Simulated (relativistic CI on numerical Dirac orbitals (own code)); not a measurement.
**Radial parameters of Tc³²⁺**

These numbers are calculated, not measured: Dirac-Coulomb-Breit CI, KLI orbitals optimised for each configuration, model QED, unscaled Slater integrals (own radial code, finite nucleus).

Slater integrals F^k, G^k are unscaled and averaged over j, outside the closed core [Ne]; ζ comes from projecting the Hamiltonian with its Breit term on Σ l·s of the shell.

- 3p: ζ(3p) = 160280 cm⁻¹; <r>(3p) = 0.3435, <r^2>(3p) = 0.1361 (bohr units).
- 3d: ζ(3d) = 19899 cm⁻¹; <r>(3d) = 0.3027, <r^2>(3d) = 0.1054 (bohr units).
- 4p: ζ(4p) = 64637 cm⁻¹; <r>(4p) = 0.6497, <r^2>(4p) = 0.4792 (bohr units).

Averages of the first 10 configurations, taken without configuration mixing, which lowers the lowest level and can move excited configurations by several eV; other configurations of the list can lie among them:

```csv
Configuration,Parity,States,Average energy above the lowest level (eV)
3s,even,2,0.0
3p,odd,6,92.6
3d,even,10,201.3
4s,even,2,871.1
4p,odd,6,909.0
4d,even,10,950.4
4f,odd,14,970.4
5s,even,2,1255.4
5p,odd,6,1274.4
5d,even,10,1294.7
```
